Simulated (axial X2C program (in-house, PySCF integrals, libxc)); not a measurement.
## Potential curves of AlHg, 2c

Calculated with an axial X2C code built on PySCF integrals. Two-component (2c) means X2C with spin–orbit coupling and atomic mean-field two-electron Coulomb and Gaunt terms. Basis: Hg dyall-cv3z [13s14p9d6f4g], Al dyall-v3z [8s8p2d1f] (cores contracted in-house); Gaussian nuclei, density fitting, unrestricted open shells. Masses: Hg 201.971 u, Al 26.982 u.

State: Ω = 1/2 (⟨Sz⟩ = -0.45, ⟨Lz⟩ = 0.95 at PBE0). Energies in eV from the fragments at the same level (Hg + Al). Fits are polynomials in 1 − R0/R over 0.85 to 1.23 times the lowest point R0.

| R (Å) | PBE0 | M06 |
| --- | --- | --- |
| 2.3455 | -0.0997 | -0.0127 |
| 2.4534 | -0.2586 | -0.2159 |
| 2.5342 | -0.3223 | -0.3091 |
| 2.6151 | -0.3533 | -0.3665 |
| 2.6960 | -0.3609 | -0.3972 |
| 2.7904 | -0.3505 | -0.4093 |
| 2.8847 | -0.3266 | -0.4040 |
| 3.0060 | -0.2857 | -0.3808 |
| 3.1543 | -0.2308 | -0.3400 |
| 3.3700 | -0.1559 | -0.2737 |

One determinant describes the state; a PBE0 search over occupations chose it and may have missed a lower one. Dissociation energies refer to the lowest single-determinant-based atoms at the same level and basis. Density functionals use the spin component along the axis (collinear). In 2c an atomic determinant is not the ground J level, so De misses part of the atomic spin–orbit lowering. This holds for PBE0, M06. PBE0 can misorder states that lie within some tenths of an eV, so this need not be the ground state of the molecule. The nearest other 2c determinant of the search, Ω = 3/2, lies 0.14 eV up at the distance of the search. Without a current term, density functionals place determinants with orbital angular momentum somewhat too high. The atomic limit has a lower orbital projection than the molecule and lies lower at mean-field level, so De may be about a tenth of an eV too small.

Problem. What are Re, ωe and De at the PBE0 level?

Solution. At PBE0, 2c: Re = 2.690 Å, ωe ≈ 168 cm⁻¹, De = 0.36 eV to Hg + Al; Be follows as 0.0979 cm⁻¹.

Problem. Fit the M06 curve near its minimum: give the equilibrium distance, the harmonic wavenumber and the well depth.

Solution. At M06, 2c: Re = 2.802 Å, ωe ≈ 145 cm⁻¹, De = 0.41 eV to Hg + Al; Be follows as 0.0902 cm⁻¹.
